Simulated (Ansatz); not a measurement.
## Computed against measured: atomisation enthalpy at 298 K

8 molecules; the atomisation enthalpy at 298 K in kJ/mol, computed less measured. Shapes, held fixed at every level: PBE0-D4/def2-TZVP. Flexible molecules stand in one conformer, not always the lowest. Thermal terms are harmonic and unscaled (PBE0-D4/def2-TZVP); the spin-orbit lowering of the free atoms is taken from their spectra. Programs: Ansatz 0.2.0. Measured values: Active Thermochemical Tables, CRC Handbook of Chemistry and Physics.

Levels: A = SPW92/def2-TZVPP; B = PBE-D4/def2-TZVPP; C = wB97M-V/def2-TZVPP.

```
                                molecule  from tabulated heats     A     B    C
                 C2H3F3 (SMILES FCC(F)F)                  3057  +515   +47  -55
                   C2H4O2 (SMILES COC=O)                  3162  +565  +113   +7
                 C3H7Br (2-bromopropane)                  3888  +539   +63   -5
C3H4F4O (2,2,3,3-tetrafluoro-1-propanol)                  4651  +976  +200  +28
                     C4H8 (cis-2-butene)                  4619  +625   +88   +3
                   C3H8S2 (SMILES SCCCS)                  4478  +676   +90  +24
       C4H9Cl (1-chloro-2-methylpropane)                  5110  +713   +90  +11
                C4H10S (diethyl sulfide)                  5408  +754   +93  +15
```

Task: Which level does best on this set, which worst, and which err to one side?

Result: 
```csv
level,kind,mean error,mean absolute error,worst case
SPW92/def2-TZVPP,LDA,+670.4,670.4,C3H4F4O
PBE-D4/def2-TZVPP,GGA,+98.0,98.0,C3H4F4O
wB97M-V/def2-TZVPP,range-separated hybrid,+3.5,18.5,C2H3F3
```

On this set wB97M-V/def2-TZVPP has the smallest mean absolute error and SPW92/def2-TZVPP the largest. SPW92/def2-TZVPP is too high in 8 of 8; PBE-D4/def2-TZVPP is too high in 8 of 8; wB97M-V/def2-TZVPP is too high in 6 of 8. The heats of C3H7Br, C3H4F4O, C4H9Cl come from older tables and can be uncertain by 10 kJ/mol or more. The tabulated value of C2H3F3 is in doubt (older tables, estimates, or at odds with other calculations) and kept here. Over the 7 molecules whose values aren't doubted the mean absolute errors are A 692.6; B 105.3; C 13.3. For SPW92/def2-TZVPP the error grows with the size of the molecule. Relativity is left out for Br. The set is small.
